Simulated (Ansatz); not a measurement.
CH₁₀O₂Si₃, SMILES [SiH2]([SiH3])[Si@H](CO)O.

The structure is a stationary point at B3LYP-D3(BJ)/def2-SVP. The structure was generated by enumeration; whether it is a known compound was not checked. One conformer was computed; it need not be the lowest.

Two levels are set side by side: PBE/def2-SVPD (Ansatz, a quantum-chemistry and plane-wave program) and CAM-B3LYP/def2-SVPD (Ansatz). Energy differences of separate SCF runs at the same geometry; the states with an electron removed or added have multiplicity 2 and 2. Differences are taken from unrounded values.

| quantity | CAM-B3LYP |
|---|---|
| vertical ionisation energy (eV) | 9.45 |
| vertical singlet–triplet gap (eV) | 5.91 |

Q: What does PBE give, and how far is it from CAM-B3LYP? (Estimate from the structure and the level; the computed values follow.)

A: 
```
quantity                            PBE  PBE minus CAM-B3LYP
---------------------------------  ----  -------------------
vertical ionisation energy (eV)    8.91                -0.54
vertical singlet–triplet gap (eV)  5.20                -0.71
```
